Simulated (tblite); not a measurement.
Input of a run (GFN2-xTB geometry optimisation, gas phase (tblite 0.8.0)), started from a force field or distance geometry:
```
{"job": {"kind": "relax", "xc": "GFN2-xTB", "basis": "xTB"}, "charge": -1, "multiplicity": 1}
C      2.759400    -0.075700    -0.041300
C      1.360200     0.317700    -0.528200
P      0.047600    -0.366600     0.541500
O      0.038000    -1.858900     0.374300
O      0.125500     0.310400     1.894800
C     -1.435900     0.291800    -0.327800
C     -2.731100    -0.110300     0.334700
H      3.523500     0.354200    -0.692400
H      2.869800    -1.164200    -0.025900
H      2.919200     0.291000     0.980900
H      1.267500     1.402300    -0.538000
H      1.208100    -0.052800    -1.538600
H     -1.360900     1.386000    -0.344800
H     -1.410200    -0.069800    -1.361500
H     -2.771600     0.258700     1.371900
H     -2.829600    -1.201900     0.378500
H     -3.586400     0.300100    -0.202400
```

Output (eV, eV/Å):
```
step      E/eV     max force
  0    -670.32812    1.599
  1    -670.37890    0.662
  2    -670.39460    0.568
  3    -670.42502    0.506
  4    -670.43790    0.378
  5    -670.44649    0.161
  6    -670.44894    0.089
  7    -670.45061    0.097
  8    -670.45201    0.093
  9    -670.45307    0.068
 10    -670.45398    0.066
 11    -670.45527    0.113
 12    -670.45739    0.146
 13    -670.46016    0.149
 14    -670.46254    0.112
 15    -670.46398    0.077
 16    -670.46485    0.060
 17    -670.46542    0.061
 18    -670.46585    0.055
 19    -670.46619    0.042
 20    -670.46663    0.053
 21    -670.46735    0.074
 22    -670.46844    0.082
 23    -670.46969    0.096
 24    -670.47078    0.106
 25    -670.47168    0.098
 26    -670.47250    0.074
 27    -670.47333    0.073
 28    -670.47401    0.053
 29    -670.47448    0.051
 30    -670.47482    0.051
 31    -670.47510    0.035
 32    -670.47526    0.021
 33    -670.47531    0.014
 34    -670.47533    0.011
 35    -670.47534    0.009
```

Question: Summarise the run.

Answer: The energy falls by 0.147 eV over 35 L-BFGS steps, the largest force on an atom goes from 1.60 to 0.009 eV/Å, and the atoms move by 0.118 Å rms after alignment. The bond that changes most is C2–P3 (sp3 carbon bound to phosphorus to phosphoryl phosphorus), which lengthens by 0.053 Å. Bonds longer at the end by more than 0.005 Å: 3 of 16; shorter: 8. Among the angles that change most is P3–C6–C7, from 112.9° to 106.2°. The energy never rose by more than 1e-5 eV on the way. The first step brought 34 % of the lowering.

Question: What are the final bond lengths?

Answer: C1–C2 1.514 Å, C2–P3 1.879 Å, P3=O4 1.491 Å, P3–O5 1.491 Å, P3–C6 1.879 Å, C6–C7 1.514 Å, C1–H8 1.095 Å, C1–H9 1.089 Å, C1–H10 1.089 Å, C2–H11 1.092 Å, C2–H12 1.092 Å, C6–H13 1.092 Å, C6–H14 1.092 Å, C7–H15 1.089 Å, C7–H16 1.089 Å, C7–H17 1.095 Å. Numbering counts from 1 in the input's order; the species is `C(P(CC)(=O)[O-])C`.

On one thread of an Arm Neoverse V1, shared host, this took 0.21 s wall.

Its GFN2-xTB frequencies are all real (lowest 65 cm⁻¹). 2 starts were optimised and ended at 0.00 and 0.03 kcal/mol (GFN2-xTB); the lowest of these is shown.

Conformer computed: `[CH3:1][CH2:2][P:3](=[O:4])([O-:5])[CH2:6][CH3:7]`: C1–C2–P3–O4 -66°, C2–P3–C6–C7 180°.

One conformer stands for the species.
